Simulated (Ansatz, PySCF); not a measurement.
The Ansatz (a program for electronic structure) input:
Ansatz 0.2 input:
```yaml
crystal:
  periodic: [false, false, false]
  atoms:
    - {symbol: N, position_ang: [-0.00000000, -0.00000000, -0.57776211]}
    - {symbol: N, position_ang: [0.00000000, 0.00000000, 0.57776211]}
basis:
  gaussian:
    orbitals: def2-SVP
hamiltonian:
  xc: revpbe
magnetization: {spin_polarized: true, initial_magnetization: 2}
accuracy: high
```

### Question
Convert this to an input for PySCF.

### Answer
This is not unique; one that fits is 
```python
from pyscf import gto, scf, dft

mol = gto.Mole()
mol.atom = '''
    N    -0.00000000   -0.00000000   -0.57776211
    N     0.00000000    0.00000000    0.57776211
'''
mol.basis = 'def2-svp'
mol.spin = 2
mol.verbose = 4
mol.build()

mf = dft.UKS(mol)
mf.xc = 'revpbe'
mf.grids.atom_grid = (99, 590)
mf.grids.prune = None
mf.kernel()
```

Both were run: Ansatz gave -109.162614 Eh and PySCF -109.162614 Eh, 0.000 mEh apart.
